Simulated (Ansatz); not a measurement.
```yaml
crystal:
  periodic: [false, false, false]
  atoms:
    - {symbol: B, position_ang: [-0.430043, 1.079642, 0.257142]}
    - {symbol: C, position_ang: [0.828766, 0.351951, 0.089539]}
    - {symbol: B, position_ang: [-0.531401, -0.591413, -0.152658]}
    - {symbol: N, position_ang: [0.698719, -0.653416, -0.928779]}
    - {symbol: H, position_ang: [-1.220150, 0.578192, -0.638945]}
    - {symbol: H, position_ang: [-0.915369, 1.843356, 1.017157]}
    - {symbol: H, position_ang: [1.609948, 0.259193, 0.837784]}
    - {symbol: H, position_ang: [-1.228679, -1.439155, 0.296041]}
    - {symbol: H, position_ang: [1.276711, -1.474649, -0.794382]}
basis:
  gaussian: {orbitals: def2-SVP}
magnetization: {spin_polarized: true, initial_magnetization: 1}
hamiltonian: {xc: {name: PBE0-DH}}
accuracy: high
```

```sh
$ ansatz run in.yaml --threads 2 --pin off --events-out ev --progress --plain --max-ram 4352MiB
```

It prints (some lines left out):

```
Error: a molecule whose nuclei and cores have a total charge of 28 cannot have a net charge of 0 together with 1 unpaired electrons
```

(1) What is wrong with this run?

## Answers

(1) The number of unpaired electrons doesn't fit the electron count. The program refused the input.
